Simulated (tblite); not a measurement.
Species: C7H7O2 (doublet state).
Bonds: O1–C2, C2–C3 (aromatic), C3–C4 (aromatic), C4–C5 (aromatic), C5–C6, C6–O7, C5–C8 (aromatic), C8–C9 (aromatic), C2–C9 (aromatic). Hydrogens: H10 on C3; H11 on C4; H12, H13 on C6; H14 on O7; H15 on C8; H16 on C9.
Bond orders are those of one Lewis drawing.

Computed with GFN2-xTB (tblite), gas phase: L-BFGS steps from a force-field or distance-geometry start until the largest atomic force falls under 0.01 eV/Å.

Step 3: E = -723.9103 eV
```
atom  x, y, z in Å  |  force x, y, z in eV/Å
O1     -3.5265    0.4731   -0.0058    0.133   0.147   0.099
C2     -2.3010    0.2891    0.0317   -0.248   0.042   0.004
C3     -1.3697    1.2239    0.6184    0.187   0.316   0.175
C4     -0.0280    0.9743    0.6325   -0.187  -0.115   0.024
C5      0.4884   -0.2162    0.1037   -0.017   0.072   0.075
C6      1.9733   -0.4114    0.1225   -0.135  -0.008  -0.164
O7      2.4792    0.1880   -1.0595    0.362   0.156   0.016
C8     -0.3696   -1.1441   -0.4989   -0.132  -0.058   0.029
C9     -1.7160   -0.9067   -0.5266    0.106  -0.286  -0.118
H10    -1.7470    2.1334    1.0602   -0.156   0.006  -0.052
H11     0.6616    1.6773    1.0778   -0.068   0.064   0.013
H12     2.2144   -1.4796    0.1101    0.134  -0.024   0.129
H13     2.4026    0.0926    0.9932   -0.026  -0.286   0.145
H14     3.2108    0.7544   -0.7944   -0.003   0.009  -0.322
H15     0.0542   -2.0463   -0.9265   -0.106   0.104   0.052
H16    -2.4343   -1.5929   -0.9498    0.157  -0.140  -0.103
```

Step 4: E = -723.9310 eV
```
atom  x, y, z in Å  |  force x, y, z in eV/Å
O1     -3.5201    0.4823   -0.0007    0.072   0.069   0.070
C2     -2.2960    0.2870    0.0343   -0.409   0.128  -0.035
C3     -1.3735    1.2335    0.6200    0.215   0.082   0.128
C4     -0.0350    0.9734    0.6360   -0.015  -0.054   0.055
C5      0.4877   -0.2170    0.1108   -0.073   0.070  -0.106
C6      1.9765   -0.4105    0.1129   -0.178  -0.017   0.008
O7      2.4896    0.1909   -1.0656    0.206   0.032   0.093
C8     -0.3723   -1.1426   -0.4959   -0.069  -0.100   0.028
C9     -1.7189   -0.9123   -0.5308    0.110  -0.163  -0.007
H10    -1.7564    2.1419    1.0626   -0.120  -0.055  -0.098
H11     0.6560    1.6768    1.0761   -0.023   0.098   0.045
H12     2.2204   -1.4790    0.1201    0.091  -0.023  -0.019
H13     2.3969    0.0731    0.9990    0.044  -0.132   0.086
H14     3.2188    0.7611   -0.8072    0.026   0.026  -0.231
H15     0.0495   -2.0434   -0.9249   -0.056   0.067   0.035
H16    -2.4307   -1.6063   -0.9581    0.179  -0.026  -0.051
```

Step 5: E = -723.9390 eV
```
atom  x, y, z in Å  |  force x, y, z in eV/Å
O1     -3.5173    0.4877    0.0026   -0.144   0.067   0.045
C2     -2.2983    0.2879    0.0350   -0.135   0.071  -0.039
C3     -1.3731    1.2378    0.6220    0.086  -0.035   0.071
C4     -0.0372    0.9728    0.6390    0.042  -0.022   0.048
C5      0.4858   -0.2168    0.1117   -0.024   0.069  -0.134
C6      1.9758   -0.4102    0.1091   -0.108  -0.033   0.076
O7      2.4961    0.1916   -1.0672    0.110  -0.030   0.107
C8     -0.3739   -1.1433   -0.4938   -0.057  -0.061   0.034
C9     -1.7194   -0.9161   -0.5321    0.016  -0.011   0.068
H10    -1.7628    2.1454    1.0623   -0.079  -0.081  -0.107
H11     0.6530    1.6779    1.0759    0.013   0.104   0.061
H12     2.2244   -1.4789    0.1240    0.045  -0.003  -0.086
H13     2.3948    0.0621    1.0027    0.048  -0.060   0.045
H14     3.2241    0.7655   -0.8162    0.032   0.026  -0.160
H15     0.0467   -2.0413   -0.9237   -0.008  -0.002   0.008
H16    -2.4263   -1.6131   -0.9628    0.162   0.001  -0.036
```

Q: Estimate the geometry and energy of step 6. (The exact step hangs on the optimiser's Hessian estimate; all steps are aligned on step 5, rigid shifts and turns removed.)

A: E = -723.9443 eV, largest force 0.159 eV/Å
```
atom  x, y, z in Å  |  force x, y, z in eV/Å
O1     -3.5192    0.4925    0.0056   -0.101   0.042   0.026
C2     -2.3010    0.2896    0.0347   -0.048   0.041  -0.014
C3     -1.3718    1.2395    0.6244   -0.078  -0.118  -0.003
C4     -0.0377    0.9721    0.6417    0.093   0.040   0.046
C5      0.4843   -0.2154    0.1098    0.009   0.028  -0.108
C6      1.9735   -0.4106    0.1083    0.024  -0.019   0.083
O7      2.5021    0.1912   -1.0662   -0.017  -0.108   0.067
C8     -0.3759   -1.1447   -0.4918    0.003   0.008   0.044
C9     -1.7198   -0.9182   -0.5314   -0.089   0.094   0.093
H10    -1.7682    2.1461    1.0601   -0.046  -0.072  -0.090
H11     0.6514    1.6806    1.0771    0.013   0.067   0.052
H12     2.2278   -1.4789    0.1248   -0.003   0.004  -0.113
H13     2.3944    0.0540    1.0059    0.029  -0.021   0.020
H14     3.2281    0.7688   -0.8248    0.076   0.056  -0.069
H15     0.0448   -2.0402   -0.9229    0.015  -0.046  -0.006
H16    -2.4205   -1.6174   -0.9666    0.119   0.004  -0.028
```

The energy changes by -0.0054 eV. The first-order estimate −F·Δx gives -0.0076 eV and the mean of the old and new forces, exact on a quadratic surface, -0.0053 eV. The step makes an angle of 45° with the force vector and moves no atom by more than 0.010 Å.

The cost below is that of the whole relaxation. Hardware: one thread of an Arm Neoverse V1, shared host with 64 logical CPUs at a one-minute load of 31. Cost: 0.5 s wall.
